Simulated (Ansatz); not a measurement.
Consider the substitution at a C–C bond: `C/C(O)=N\[SiH3]` + H–F → `O/C(F)=N/[SiH3]` + CH₄.

Gas-phase electronic energies from Ansatz, PBE0-D4/def2-TZVP geometries. CBS: MP2 limit from def2 TZ/QZ plus the TZ coupled-cluster correction, frozen cores. This one scheme is used for every species. Double bonds are as drawn, so ΔE can hold a change between cis and trans. One conformer a species, not always the lowest.

| species | CCSD/CBS(def2) energy (Eh) |
| --- | --- |
| `C/C(O)=N\[SiH3]` | -499.24622 |
| H–F | -100.38944 |
| `O/C(F)=N/[SiH3]` | -559.17192 |
| CH₄ | -40.45584 |

Task: Work out ΔE.

Result: ΔE = (-559.17192) + (-40.45584) − (-499.24622) − (-100.38944) = 0.00790 Eh = +20.7 kJ/mol. CCSD(T)/CBS gives +22.5 kJ/mol.

Largest T1 diagnostic among the species: 0.013.

The D4 term adds +8.0 kJ/mol with B3LYP and +4.5 kJ/mol with PBE0; it sums over pairs of atoms, weighted by their polarisabilities, and B3LYP, whose exchange is more repulsive, gets the larger term. In def2-TZVPP, CCSD(T) changes the Hartree–Fock value by +21.6 kJ/mol (the triples alone add +1.7 kJ/mol) and MP2 by +27.4 kJ/mol.

B3LYP here is the variant with VWN-RPA as its local correlation; programs differ in this.
